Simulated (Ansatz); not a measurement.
CH₄S₂Se (SMILES CS[Se]S), singlet, at a GFN2-xTB geometry, with bond 3-2 at 1.8 times its length; CASSCF(4,5)/STO-3G (Ansatz, a quantum-chemistry and plane-wave program).

Ansatz was given this input:
Ansatz 0.2 input:
```yaml
crystal:
  periodic: [false, false, false]
  atoms:
    - {symbol: Se, position_ang: [-0.04464889, 0.14987586, 0.83221974]}
    - {symbol: S, position_ang: [0.47194594, 1.92955598, -0.34318222]}
    - {symbol: H, position_ang: [2.82101043, 1.97632941, 0.15482769]}
    - {symbol: S, position_ang: [0.28219110, -1.50369446, -0.54412764]}
    - {symbol: C, position_ang: [-1.27423722, -1.53450376, -1.49573329]}
    - {symbol: H, position_ang: [-2.10978524, -1.72927642, -0.83106882]}
    - {symbol: H, position_ang: [-1.16871482, -2.34052744, -2.21362901]}
    - {symbol: H, position_ang: [-1.40118867, -0.58827839, -2.01290547]}
basis:
  gaussian:
    orbitals: STO-3G
hamiltonian:
  xc: hf
magnetization: {spin_polarized: false}
correlation: {active_space: {window: {electrons: 4, orbitals: 5}}}
```

Output, abridged:

```
Functional definition: HF
497 factors; integrals over basis functions are off by at most 2.3e-5 eV
mean field evaluation 1: about -87060.1075 eV, gradient 1.3e1 eV
mean field evaluation 2: about -87060.2012 eV, gradient 1.3e1 eV
mean field evaluation 4: about -87061.0827 eV, gradient 1.2e0 eV
mean field evaluation 8: about -87061.0984 eV, gradient 1.2e-2 eV
mean field -87061.09838453 eV, -3199.4363534994 hartree, gradient 6.5e-7 eV, S^2 0.000000; 0 other end points of the search recorded, 0 dependent functions left out
reference -87061.09838453 eV, -3199.4363534994 hartree; 38, 38 occupied and 7, 7 virtual orbitals, 497 factors
state -87064.91638590 eV, -3199.5766624619 hartree
Total energy: -87064.91638590 eV, -3199.5766624619 hartree
```
